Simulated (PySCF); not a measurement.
## Excitation energies in several basis sets

C6H5F.
SMILES: `C=CC#C/C=C\F`

TDDFT with PBE0 (PySCF), vertical singlets, core orbitals frozen in the response, spherical d and f functions. Geometry: PBE0-D3(BJ)/def2-SVP; no solvent, vibrations or thermal averaging.

```json
{"basis": "6-31G*", "functions": "108", "diffuse": "no", "S1 (eV)": "4.72", "S2 (eV)": "4.76", "S3 (eV)": "5.67", "S4 (eV)": "6.14", "S5 (eV)": "7.09", "LUMO (eV)": "-1.09", "α (au)": "70.7"}
{"basis": "def2-SVP", "functions": "123", "diffuse": "no", "S1 (eV)": "4.69", "S2 (eV)": "4.73", "S3 (eV)": "5.68", "S4 (eV)": "6.09", "S5 (eV)": "7.02", "LUMO (eV)": "-1.38", "α (au)": "74.3"}
{"basis": "6-31+G*", "functions": "136", "diffuse": "yes", "S1 (eV)": "4.58", "S2 (eV)": "4.70", "S3 (eV)": "5.40", "S4 (eV)": "5.86", "S5 (eV)": "5.97", "LUMO (eV)": "-1.49", "α (au)": "82.8"}
{"basis": "def2-SVPD", "functions": "183", "diffuse": "yes", "S1 (eV)": "4.60", "S2 (eV)": "4.68", "S3 (eV)": "5.57", "S4 (eV)": "6.01", "S5 (eV)": "6.28", "LUMO (eV)": "-1.56", "α (au)": "85.9"}
{"basis": "aug-cc-pVDZ", "functions": "206", "diffuse": "yes", "S1 (eV)": "4.55", "S2 (eV)": "4.66", "S3 (eV)": "5.36", "S4 (eV)": "5.59", "S5 (eV)": "5.93", "LUMO (eV)": "-1.55", "α (au)": "88.2"}
{"basis": "def2-TZVP", "functions": "247", "diffuse": "no", "S1 (eV)": "4.59", "S2 (eV)": "4.67", "S3 (eV)": "5.60", "S4 (eV)": "6.00", "S5 (eV)": "6.90", "LUMO (eV)": "-1.51", "α (au)": "83.2"}
```

Q: Compare the sets with the largest diffuse one.

A: States are compared by their number. Against the largest diffuse basis here (aug-cc-pVDZ, itself not a converged limit), sets without diffuse functions differ by up to 0.17 eV in S1 and 1.16 eV in S5; the smaller diffuse sets differ by up to 0.06 and 0.35 eV. State by state, the largest deviation of a set without diffuse functions is S1 0.17, S2 0.09, S3 0.32, S4 0.55, S5 1.16 eV. The same number needn't mean the same state in each row. Against aug-cc-pVDZ the polarisability deviates by -20% in 6-31G*, -16% in def2-SVP, -6% in 6-31+G*, -3% in def2-SVPD, -6% in def2-TZVP. A single + in a Pople set puts diffuse functions on heavy atoms only.
